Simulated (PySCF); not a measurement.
A GIAO shielding run with PySCF 2.14.0 with density-fitted response routines (density fitting, non-relativistic, gas phase) on SMILES S1[SiH2][SiH2][Si@@H](NC)[Si@@H]1C, C2H13NSSi4:

```
$ OMP_NUM_THREADS=1 python probes_run.py task.json out

{"job": {"kind": "nmr", "xc": "PBE0", "basis": "pcSseg-1"}, "charge": 0, "multiplicity": 1}
C      3.185567     0.728800    -0.288933
N      1.774344     0.889735    -0.536785
Si     0.594271     0.204736     0.520977
Si     0.483559    -2.138936     0.699682
Si    -1.677792    -2.643109     0.003470
S     -2.826194    -0.801111     0.035112
Si    -1.466454     0.858432    -0.329664
C     -2.267547     2.324450     0.565107
H      3.753185     1.495038    -0.818773
H      3.558140    -0.255727    -0.594466
H      3.363435     0.840490     0.778110
H      1.577981     0.910348    -1.526091
H      0.925104     0.842233     1.812172
H      0.737952    -2.693513     2.037529
H      1.442567    -2.864479    -0.152516
H     -1.793717    -3.137007    -1.370346
H     -2.505683    -3.504574     0.838595
H     -1.569381     1.089043    -1.778617
H     -1.711719     3.240147     0.387637
H     -3.290636     2.479106     0.234178
H     -2.295903     2.152842     1.637853
```

Hardware: 1 thread of an Arm Neoverse N1, shared host. The job also computes population analyses, field gradients, ring-centre shieldings.

Task: How large is the calculation?

Result: 104 electrons, 236 basis functions and 1341 auxiliary functions.

Task: How long does it take, and how much memory does it need?

Result: 100 s of wall time, with 13 SCF cycles and 5 response iterations; peak memory 1 GiB. Times on a shared host scatter by some tens of per cent.
